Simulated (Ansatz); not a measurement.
Isolated molecules relaxed with PBE0-D4/def2-TZVP in Ansatz; ΔE leaves out vibrations. CCSD(T)/CBS is the MP2 limit (def2-TZVPP, def2-QZVPP) plus CCSD(T) − MP2 in def2-TZVPP, frozen cores. This one scheme is used for every species. Functionals use def2-TZVPP. def2 core potentials past Kr. For Te outer-core shells are correlated without core-valence functions, which leaves a few kJ/mol of doubt a bond. Each species was taken in one conformer, which may not be the lowest.

Reaction (redistribution): `C[SiH2]O[SiH3]` + `O=C[Te][SiH3]` → `C[SiH2][Te][SiH3]` + `O=CO[SiH3]`

`C[SiH2]O[SiH3]`:

Cartesian coordinates in Å:
```
C -1.322 1.057 -1.396
Si -0.346 0.858 0.171
O 0.397 -0.604 0.155
Si 1.376 -1.630 0.964
H -0.669 1.001 -2.270
H -1.827 2.026 -1.408
H -2.080 0.276 -1.484
H -1.239 0.938 1.360
H 0.684 1.926 0.288
H 1.551 -2.852 0.142
H 0.774 -1.996 2.274
H 2.702 -1.001 1.204
```

`O=C[Te][SiH3]`:

Cartesian coordinates in Å:
```
O 0.191 1.366 2.758
C 0.155 0.759 1.740
Te -0.564 1.593 -0.119
Si -0.138 -0.533 -1.346
H 0.484 -0.294 1.633
H 0.414 -1.461 -0.320
H 0.849 -0.339 -2.435
H -1.391 -1.091 -1.910
```

`C[SiH2][Te][SiH3]`:

Z-matrix (Å, degrees):
```
C
Si 1 1.867
H 1 1.092 2 110.8
H 1 1.092 2 110.5 3 119.9
H 1 1.094 2 110.3 3 -119.9
Te 2 2.502 1 112.2 3 -60.2
H 2 1.486 1 111.1 3 -177.9
H 2 1.488 1 110.5 3 60.9
Si 6 2.489 2 91.3 1 73.3
H 9 1.485 6 110.9 2 62.6
H 9 1.486 6 111.1 2 -58.3
H 9 1.484 6 107.1 2 -177.6
```

`O=CO[SiH3]`:

```xyz
8

O     0.041   -1.214    1.409
C     0.641   -0.181    1.322
O     0.565    0.644    0.281
Si   -0.450    0.197   -1.005
H     1.323    0.206    2.092
H    -0.286    1.319   -1.955
H     0.016   -1.072   -1.605
H    -1.850    0.101   -0.540
```

```tsv
level	ΔE (kJ/mol)
PBE0-D4	-2.4
CCSD(T)/def2-TZVPP	10.4
```

Q: What does CCSD(T)/CBS give? (Best estimate.)

A: The calculation gave: +11.6 kJ/mol. The listed levels differ from it by -14.0, -1.2 kJ/mol.

Largest T1 diagnostic among the species: 0.016.

The D4 term adds −5.5 kJ/mol with B3LYP and −3.1 kJ/mol with PBE0; it sums over pairs of atoms, weighted by their polarisabilities, and B3LYP, whose exchange is more repulsive, gets the larger term. From PBE to PBE0 (25 % exact exchange), in def2-TZVPP and without D4, ΔE moves by −8.5 kJ/mol.

B3LYP here is the variant with VWN-RPA as its local correlation; programs differ in this.
